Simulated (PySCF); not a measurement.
Ni³⁺: ionisation energy

Ni³⁺ [Ar] 3d7 [3d3/2^4 3d5/2^3, M_J = 9/2] → Ni⁴⁺ [Ar] 3d6 [3d3/2^4 3d5/2^2, M_J = 4], as a difference of total energies. All numbers are calculated (PySCF 2.14, the two-component X2C-1e Hamiltonian, in x2c-TZVPPall-2c). Correlated levels: [Ne] frozen. "Screened" scales the spin-orbit matrix elements by Boettger's factors to mimic the two-electron term; Breit and QED terms are absent.

| method | ionisation energy (eV) |
| --- | --- |
| GHF (spin-free) | 52.871 |
| GMP2 (spin-free) | 54.951 |
| GHF (screened spin-orbit) | 52.908 |
| GMP2 (screened spin-orbit) | 54.988 |

Problem. How much does correlation contribute at GMP2 (screened spin-orbit)?

Solution. 54.988 − (52.908) = 2.080 eV, measured against GHF (screened spin-orbit).

Errors of the correlated levels include the incompleteness of this basis and the frozen core.

The labels give the starting determinants; with spin-orbit coupling the two ends relaxed to ⟨J²⟩ = 24.76, ⟨L²⟩ = 12.03, ⟨S²⟩ = 3.74 and ⟨J²⟩ = 20.00, ⟨L²⟩ = 6.02, ⟨S²⟩ = 5.99.

For comparison: 54.92 ± 0.25 eV (semi-empirical (NIST evaluation); NIST Atomic Spectra Database, ionization energies).
